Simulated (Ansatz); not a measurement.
Isolated molecules relaxed with PBE0-D4/def2-TZVP in Ansatz; ΔE leaves out vibrations. CBS: MP2 limit from def2 TZ/QZ plus the TZ coupled-cluster correction, frozen cores. Each species was taken in one conformer, which may not be the lowest.

Consider the ligand exchange at a B–C bond: `CBC(O)F` + `O[SiH2][SiH3]` → `CBO[SiH2][SiH3]` + `OCF`.

```csv
species,SCS-MP2/def2-QZVPP energy (Eh)
`CBC(O)F`,-279.33231
`O[SiH2][SiH3]`,-656.89072
`CBO[SiH2][SiH3]`,-721.55615
`OCF`,-214.72738
```

**Question.** Work out ΔE.

**Answer.** ΔE = (-721.55615) + (-214.72738) − (-279.33231) − (-656.89072) = -0.06050 Eh = -158.8 kJ/mol. CCSD(T)/CBS gives -155.5 kJ/mol.

Largest T1 diagnostic among the species: 0.013.

The D4 term adds −5.4 kJ/mol with B3LYP and −3.3 kJ/mol with PBE0; it sums over pairs of atoms, weighted by their polarisabilities, and B3LYP, whose exchange is more repulsive, gets the larger term. From PBE to PBE0 (25 % exact exchange), in def2-TZVPP and without D4, ΔE moves by −5.8 kJ/mol. In def2-TZVPP, CCSD(T) changes the Hartree–Fock value by +7.3 kJ/mol (the triples alone add +0.3 kJ/mol) and MP2 by +5.1 kJ/mol.

B3LYP here is the variant with VWN-RPA as its local correlation; programs differ in this.
